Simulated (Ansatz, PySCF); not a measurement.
F₃Y, SMILES [F][Y+]([F])[F] (connectivity only; charge and spin as stated), charge +1, multiplicity 2. Atoms are numbered in the order given.

```xyz
4

Y      0.0242     0.0767    -0.0205
F      2.0035    -0.1270    -0.0625
F     -1.0714     1.7381     0.0022
F     -1.0483    -1.6920    -0.0017
```
Charge +1, spin multiplicity 2.

Coordinates come from a B3LYP-D3(BJ)/def2-TZVP optimisation. The multiplicity is an assumed one; other spin states were not compared. The def2 effective core potentials stand for the cores of Y; spin–orbit coupling is left out.

Two levels are set side by side: PBE-D3(BJ)/def2-TZVP (Ansatz, a program for electronic structure) and B3LYP-D3(BJ)/def2-TZVP (Ansatz). Each level has its own optimised geometry; the coordinates shown are those of the second. Frequencies come from the Hessian of PySCF at each geometry. Differences are taken from unrounded values.

```
quantity                            B3LYP-D3(BJ)  PBE-D3(BJ)  PBE-D3(BJ) minus B3LYP-D3(BJ)
----------------------------------  ------------  ----------  -----------------------------
mean bond length (Å)                       2.016       2.014                         -0.002
bond Y1–F2 (Å)                             1.990       2.001                          0.011
bond Y1–F3 (Å)                             1.990       2.001                          0.011
bond Y1–F4 (Å)                             2.069       2.040                         -0.028
highest harmonic wavenumber (cm⁻¹)           522         502                            -20
mean harmonic wavenumber (cm⁻¹)              239         257                             18
zero-point energy (kcal/mol)                2.05        2.20                           0.15
```
